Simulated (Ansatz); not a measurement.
Geometry optimisation, DFT PBE, scalar-relativistic, plane waves, PAW in Ansatz.

The input (input.yaml):

```yaml
accuracy: low
crystal:
  lattice:
    - [8.222899, 0.0, 0.0]
    - [0.0, 8.222899, 0.0]
    - [0.0, 0.0, 8.222899]
  atoms:
    - { symbol: S, position: [0.2339097, 0.1757339, 0.8562745] }
    - { symbol: C, position: [0.2464147, 0.1950148, 0.6678206] }
    - { symbol: S, position: [0.2589198, 0.2142958, 0.4793667] }
    - { symbol: S, position: [0.4817123, 0.8089608, 0.5938273] }
    - { symbol: C, position: [0.6074592, 0.9415961, 0.6451948] }
    - { symbol: S, position: [0.733206, 1.0742314, 0.6965622] }
    - { symbol: S, position: [0.6797124, 0.5788706, 0.2936332] }
    - { symbol: C, position: [0.8203488, 0.6697624, 0.2041733] }
    - { symbol: S, position: [0.9609853, 0.7606542, 0.1147134] }
    - { symbol: S, position: [0.1382781, 0.7598185, 0.7760348] }
    - { symbol: C, position: [0.0023514, 0.6324279, 0.7394481] }
    - { symbol: S, position: [-0.1335752, 0.5050372, 0.7028615] }
    - { symbol: "N", position: [0.5016257, 0.4990307, 0.8340935] }
    - { symbol: H, position: [0.4011314, 0.5548827, 0.7885771] }
    - { symbol: H, position: [0.5584521, 0.5824729, 0.9054969] }
    - { symbol: H, position: [0.5766583, 0.4786784, 0.7379364] }
    - { symbol: "N", position: [0.730002, 0.1756139, 0.1636513] }
    - { symbol: H, position: [0.8074947, 0.2511538, 0.2234752] }
    - { symbol: H, position: [0.6820772, 0.1001743, 0.2491052] }
    - { symbol: H, position: [0.8000608, 0.1049544, 0.0902396] }
    - { symbol: "N", position: [0.3326374, 0.6529624, 0.1899395] }
    - { symbol: H, position: [0.3927941, 0.7288825, 0.2668003] }
    - { symbol: H, position: [0.3386862, 0.7049472, 0.077907] }
    - { symbol: H, position: [0.2136948, 0.6565305, 0.2235581] }
    - { symbol: "N", position: [0.0857262, 0.3301336, 0.1463664] }
    - { symbol: H, position: [0.1628789, 0.406857, 0.2051139] }
    - { symbol: H, position: [-0.0284501, 0.3618414, 0.1817028] }
    - { symbol: H, position: [0.1065275, 0.2174953, 0.1929518] }
basis:
  ecutwfc: 420.0
kpoints:
  mp_grid: { grid: [1, 1, 1] }
hamiltonian:
  xc: pbe
scf:
  occupations: { method: fermi_dirac, width: 0.02 }
  lower_state_search: "off"
relax:
  f_tol: 0.3
  max_steps: 15
  adjacent_minimum: "off"
```

Run as:

```bash
$ ansatz run input.yaml --threads 1 --pin off --max-ram 3072MiB --backend cpu --events-out ev --progress --plain --runs-dir out
```

Q: Where does it end, and by what steps?

A: The forces met the threshold. The threshold is loose, so the end isn't yet a minimum. The force dipped under the threshold on the way, but the program's further checks kept it going. Limits of this set-up: coarse k mesh, low accuracy level. After 10 steps the energy has fallen by 1.114 eV; H18 moved furthest, 0.93 Å.

| step | energy less start (eV) | largest force component (eV/Å) | accepted |
| --- | --- | --- | --- |
| 0 | 0.0000 | 0.768 | yes |
| 1 | -0.3389 | 0.368 | yes |
| 2 | -0.5318 | 1.141 | yes |
| 3 | -0.7098 | 0.727 | yes |
| 4 | -0.8497 | 0.419 | yes |
| 5 | -0.9234 | 0.792 | yes |
| 6 | -1.0009 | 0.388 | yes |
| 7 | -1.0361 | 0.613 | yes |
| 8 | -1.0515 | 0.731 | yes |
| 9 | -1.1143 | 0.191 | yes |
| 10 | -1.1144 | 0.193 | yes |

```xyz
28
Lattice="8.2229 0.0000 0.0000 0.0000 8.2229 0.0000 0.0000 0.0000 8.2229" Properties=species:S:1:pos:R:3
S 1.703 1.388 6.829
C 2.336 1.715 5.442
S 2.982 2.093 4.068
S 4.661 6.986 4.489
C 5.525 7.820 5.494
S 6.388 8.644 6.492
S 5.426 4.477 1.963
C 6.425 5.632 1.648
S 7.427 6.794 1.330
S 1.282 5.942 5.735
C 0.241 4.803 5.470
S -0.810 3.680 5.225
N 4.385 4.036 6.672
H 3.363 4.100 6.589
H 4.607 4.297 7.637
H 4.761 4.780 6.077
N 5.798 1.480 1.847
H 6.684 1.266 2.314
H 5.102 0.855 2.265
H 5.906 1.183 0.873
N 2.370 5.431 1.452
H 2.915 5.947 2.146
H 2.697 5.760 0.539
H 1.400 5.769 1.541
N 0.678 2.600 1.425
H 1.381 3.350 1.398
H -0.226 3.077 1.368
H 0.734 2.226 2.377
```

Whether the end is a true minimum wasn't checked by a vibrational analysis.

The run took 30 s on 1 thread of Intel(R) Xeon(R) Platinum 8375C CPU @ 2.90GHz (Ice Lake) (shared host), peak memory 0.55 GiB.
